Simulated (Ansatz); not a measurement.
Reaction (formal hydrolysis of a C–Cl bond): `C[SiH](F)CCl` + H₂O → `C[SiH](F)CO` + HCl

Computed with Ansatz on PBE0-D4/def2-TZVP structures; ΔE is electronic, products minus reactants. CBS: MP2 limit from def2 TZ/QZ plus the TZ coupled-cluster correction, frozen cores. This one scheme is used for every species. Each species was taken in one conformer, which may not be the lowest.

`C[SiH](F)CCl`:

Z-matrix (Å, degrees):
```
C
Si 1 1.850
H 1 1.092 2 110.2
H 1 1.092 2 110.7 3 -119.7
H 1 1.093 2 111.0 3 120.0
F 2 1.607 1 109.2 3 -178.1
C 2 1.877 1 111.8 3 -60.3
H 2 1.482 1 112.5 3 62.5
Cl 7 1.789 2 107.2 1 64.1
H 7 1.091 2 112.9 1 -54.3
H 7 1.090 2 112.6 1 -177.7
```

H₂O:

```xyz
3

O    -0.148   -0.352   -0.076
H    -0.438    0.493   -0.428
H     0.586   -0.141    0.504
```

`C[SiH](F)CO`:

Z-matrix (Å, degrees):
```
C
Si 1 1.855
H 1 1.093 2 111.3
H 1 1.092 2 110.9 3 120.6
H 1 1.094 2 110.4 3 -120.0
F 2 1.613 1 109.2 3 -60.4
C 2 1.879 1 113.4 3 56.0
H 2 1.485 1 111.8 3 -177.8
O 7 1.422 2 111.7 1 -170.4
H 7 1.095 2 109.9 1 71.4
H 7 1.101 2 110.8 1 -45.5
H 9 0.961 7 108.3 2 52.8
```

HCl:

Z-matrix (Å, degrees):
```
Cl
H 1 1.279
```

```json
{"species": "`C[SiH](F)CCl`", "CCSD(T)/CBS(def2) energy (Eh)": "-928.45366"}
{"species": "H₂O", "CCSD(T)/CBS(def2) energy (Eh)": "-76.37941"}
{"species": "`C[SiH](F)CO`", "CCSD(T)/CBS(def2) energy (Eh)": "-544.43359"}
{"species": "HCl", "CCSD(T)/CBS(def2) energy (Eh)": "-460.38127"}
```

Q: Work out ΔE.

A: ΔE = (-544.43359) + (-460.38127) − (-928.45366) − (-76.37941) = 0.01821 Eh = +11.4 kcal/mol.

Largest T1 diagnostic among the species: 0.011.

The D4 term adds +0.9 kcal/mol with B3LYP and +0.5 kcal/mol with PBE0; it sums over pairs of atoms, weighted by their polarisabilities, and B3LYP, whose exchange is more repulsive, gets the larger term. In def2-TZVPP, CCSD(T) changes the Hartree–Fock value by +1.2 kcal/mol (the triples alone add +0.3 kcal/mol) and MP2 by +2.9 kcal/mol.

B3LYP here is the variant with VWN-RPA as its local correlation; programs differ in this.
